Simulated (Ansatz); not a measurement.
Cl$_{2}$FY, SMILES `[F][Y]([Cl])[Cl]`. The species carries charge 0 and has multiplicity 1. Correlated methods include outer-core shells of Y, which these sets cover unevenly. Y: def2 effective core potential.

Cartesian coordinates in Å:
```
F 1.0360 0.7171 -1.6394
Y 0.0487 0.0330 -0.0783
Cl -2.3033 0.6575 0.1977
Cl 1.2186 -1.4076 1.5200
```

Q: Give the diagnostics of a CCSD(T)/def2-TZVPP run (frozen core, the Gaussian-basis code of Ansatz). (Estimate.)

A: Ansatz gave: T1 = 0.0122, largest single amplitude 0.030, largest double 0.018, (T) share of the correlation energy 3.6 %, 10 CCSD cycles. The RHF solution is stable towards an unrestricted one. T1 lies under the customary mark of 0.02 for closed shells.
